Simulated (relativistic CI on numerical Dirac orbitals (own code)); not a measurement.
# Sc2+ in a cubic cluster: 3s photoemission with charge transfer

Computed with a charge-transfer multiplet model of a cubic metal-ligand cluster with up to 2 ligand holes, Slater and spin-orbit integrals from Dirac-Coulomb-Breit ions, Slater integrals scaled by 0.8. The ground state mixes d1 with configurations of k ligand holes L, whose averages lie at kΔ + k(k − 1)U_dd/2; a core hole lowers each added d electron by U_cd. 300 K, Lorentzian 1.4 eV and Gaussian 0.8 eV FWHM.

Atomic integrals in eV (Slater integrals scaled, ζ unscaled), ground: F2dd 4.710, F4dd 2.885, zeta_d 0.008; with the core hole: F2dd 4.710, F4dd 2.885, zeta_d 0.013, G2cd 7.380. Where a configuration has fewer than two d electrons, the dd integrals are those of d2.

Cluster parameters (eV): Δ = 9, U_dd = 5.4, 10Dq = 1.35, 10Dq(ligand) = 1.2, V(eg) = 2.75, V(t2g) = -1.16, final-state hopping factor = 0.9.

| Case | n_d | d1 | d2L | d3L2 | S |
| --- | --- | --- | --- | --- | --- |
| U_cd = 4.2 eV | 1.29 | 0.73 | 0.25 | 0.02 | 0.50 |
| U_cd = 4.8 eV | 1.29 | 0.73 | 0.25 | 0.02 | 0.50 |
| U_cd = 6 eV | 1.29 | 0.73 | 0.25 | 0.02 | 0.50 |
| U_cd = 6.6 eV | 1.29 | 0.73 | 0.25 | 0.02 | 0.50 |
| U_cd = 7.2 eV | 1.29 | 0.73 | 0.25 | 0.02 | 0.50 |

Weights, n_d and S are thermal averages at 300 K. Binding energies count from the first peak over 30 % of the highest in each spectrum, which can be another peak from case to case. The parameters are a model scan and need not match a compound or its usual spin state. Peaks in eV (height, largest 100):
- U_cd = 4.2 eV: 0.0 (100), 2.8 (39)
- U_cd = 4.8 eV: 0.0 (100), 2.8 (39), 9.4 (5)
- U_cd = 6 eV: 0.0 (100), 2.8 (39), 7.3 (7), 9.1 (8)
- U_cd = 6.6 eV: 0.0 (100), 2.9 (39), 7.2 (8), 9.2 (10)
- U_cd = 7.2 eV: 0.0 (100), 2.9 (39), 6.9 (8), 9.1 (12), 12.5 (6)

Curve for U_cd = 6.6 eV (points under 2 left out, the grid thinned):

```
E (eV)  Intensity
  -3.7        4.5
  -3.3        5.5
  -2.9        7.0
  -2.5        9.2
  -2.1       12.7
  -1.7       18.4
  -1.3       28.7
  -0.9       47.2
  -0.5       74.9
  -0.1       98.0
   0.3       94.1
   0.7       68.6
   1.0       49.8
   1.4       34.3
   1.8       28.8
   2.2       30.9
   2.6       37.0
   3.0       39.0
   3.4       32.1
   3.8       22.1
   4.2       14.8
   4.6       10.7
   5.0        8.5
   5.4        7.3
   5.8        6.9
   6.2        6.9
   6.6        7.3
   7.0        7.6
   7.4        7.6
   7.8        7.5
   8.2        8.0
   8.6        9.1
   9.0       10.0
   9.3       10.1
   9.7        9.1
  10.1        7.7
  10.5        6.2
  10.9        4.9
  11.3        4.1
  11.7        3.8
  12.1        4.2
  12.5        4.5
  12.9        4.1
  13.3        3.0
  13.7        2.1
```

For the case U_cd = 6 eV, Δ = 9 eV is larger than U_dd = 5.4 eV, the Mott-Hubbard side of the Zaanen-Sawatzky-Allen scheme. With the core hole the configuration with one ligand hole lies at Δ − U_cd = 4.8, 4.2, 3.0, 2.4, 1.8 eV from the one without, in the order of the table; where this is negative the screened configuration lies lower, though the effective hopping of about 5.3 eV (from the holes of the mixed ground state) mixes the two strongly wherever it is as large as the gap.

Without intra-shell correlation the exchange splitting of the 3s hole comes out too large.
